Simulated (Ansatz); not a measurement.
Start from `[OH][Al]([OH])[SH]` and change one atom or group to get `[CH3][Al]([OH])[SH]`.

Ansatz, PBE0-D4/def2-TZVP geometries, multiplicity 1. Each molecule was computed in one conformer, which needn't be the lowest.

```json
{"property": "size of the dipole moment (PBE/def2-TZVPP) / D", "`[OH][Al]([OH])[SH]`": "2.91"}
{"property": "HOMO energy (PBE/def2-TZVPP) / eV", "`[OH][Al]([OH])[SH]`": "-6.35"}
{"property": "LUMO energy (ωB97M-V/def2-TZVPP) / eV", "`[OH][Al]([OH])[SH]`": "1.02"}
{"property": "HOMO–LUMO gap (ωB97M-V/def2-TZVPP) / eV", "`[OH][Al]([OH])[SH]`": "10.78"}
{"property": "LUMO energy (B3LYP/def2-TZVPP) / eV", "`[OH][Al]([OH])[SH]`": "-0.86"}
{"property": "LUMO energy (PBE0/def2-TZVPP) / eV", "`[OH][Al]([OH])[SH]`": "-0.54"}
```

(1) Give the same properties after the change, and the shifts. (An estimate is asked.)

## Answers

(1) The calculation gave: 
```
                                      property  `[CH3][Al]([OH])[SH]`  shift
size of the dipole moment (PBE/def2-TZVPP) / D                   0.64  -2.27
             HOMO energy (PBE/def2-TZVPP) / eV                  -6.34   0.01
         LUMO energy (ωB97M-V/def2-TZVPP) / eV                   1.36   0.34
       HOMO–LUMO gap (ωB97M-V/def2-TZVPP) / eV                  11.14   0.36
           LUMO energy (B3LYP/def2-TZVPP) / eV                  -0.44   0.42
            LUMO energy (PBE0/def2-TZVPP) / eV                  -0.13   0.41
```

Dipoles are sizes alone; their direction can turn.

B3LYP here is the variant with VWN-RPA as its local correlation; programs differ in this.
